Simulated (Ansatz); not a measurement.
Ansatz (an electronic-structure program) input (MP2/6-31G* with LANL2DZ past Ar): The .json file joins the Basis Set Exchange's 6-31G* for atoms up to Ar and LANL2DZ past it.

Ansatz 0.2 input:
```yaml
crystal:
  periodic: [false, false, false]
  atoms:
    - {symbol: F, position_ang: [-0.76259500, 1.64911800, -0.49284200]}
    - {symbol: C, position_ang: [-0.68044400, 0.76889700, 0.52664300]}
    - {symbol: Cl, position_ang: [-2.01199800, -0.57034200, 0.01137400]}
    - {symbol: Br, position_ang: [1.29000000, -0.27884700, 0.03092500]}
basis:
  gaussian:
    orbitals: 6-31Gs+LANL2DZ.json
total_charge: -1
magnetization: {spin_polarized: false}
correlation: {method: mp2, electrons: outside_noble_gas}
relax: {f_tol: 0.003, max_steps: 120}
```

From the output:

```
relax step   5: F+E_penalty+E_count = -16602.50845744 eV  Δ(F+E_penalty+E_count) = -4.901e-4 eV  max|allowed force component| = 7.062e-3 eV/Å  Δτ_max = 0.0083 Å  (44 SCF iters, accepted)
these checks for a lower state are left out or cut short: starts, cluster_reference, orbital_swaps, neighbouring_geometries, increment
integrals: 0.01 GiB planned
635 factors; integrals over basis functions are off by at most 1.5e-4 eV
mean field: 0.12 GiB planned
mean field evaluation 64: about -16590.2956 eV, gradient 1.2e-6 eV
mean field -16590.29557309 eV, -609.6821170049 hartree, gradient 8.6e-6 eV, S^2 0.000000; 0 other end points of the search recorded, 0 dependent functions left out
7 core orbitals not correlated
reference -16590.29557309 eV, -609.6821170049 hartree; 13, 13 occupied and 37, 37 virtual orbitals, 635 factors
densities: 0.08 GiB planned
second order -12.21289135 eV of doubles, -0.00000000 eV of singles
the calculation of the forces begins
relax step   6: F+E_penalty+E_count = -16602.50846444 eV  Δ(F+E_penalty+E_count) = -6.997e-6 eV  max|allowed force component| = 2.162e-3 eV/Å  Δτ_max = 0.0010 Å  (40 SCF iters, accepted)
these checks for a lower state are left out or cut short: cluster_reference
integrals: 0.01 GiB planned
635 factors; integrals over basis functions are off by at most 1.5e-4 eV
mean field: 0.12 GiB planned
mean field -16590.29557309 eV, -609.6821170049 hartree, gradient 8.6e-6 eV, S^2 0.000000; 1 other end points of the search recorded, 0 dependent functions left out
7 core orbitals not correlated
reference -16590.29557309 eV, -609.6821170049 hartree; 13, 13 occupied and 37, 37 virtual orbitals, 635 factors
densities: 0.08 GiB planned
second order -12.21289135 eV of doubles, -0.00000000 eV of singles
the calculation of the forces begins
Total energy: -16602.50846444 eV, -610.1309324838 hartree
Atom 0 at    -0.779205     1.649345    -0.498108 Å, force     0.000068     0.002162    -0.000360 eV/Å
Atom 1 at    -0.693793     0.762935     0.532529 Å, force     0.000659    -0.001539    -0.000960 eV/Å
Atom 2 at    -2.013522    -0.552567     0.010913 Å, force    -0.000797    -0.000742     0.000714 eV/Å
Atom 3 at     1.321483    -0.290887     0.030766 Å, force     0.000070     0.000119     0.000606 eV/Å
Dipole moment:     0.163816     0.090787    -0.151376 e Å
Checks for a lower state left out: cluster_reference
```

The dipole moment of an ion depends on the origin.

The geometry given is a B3LYP-D3(BJ)/def2-TZVP minimum.
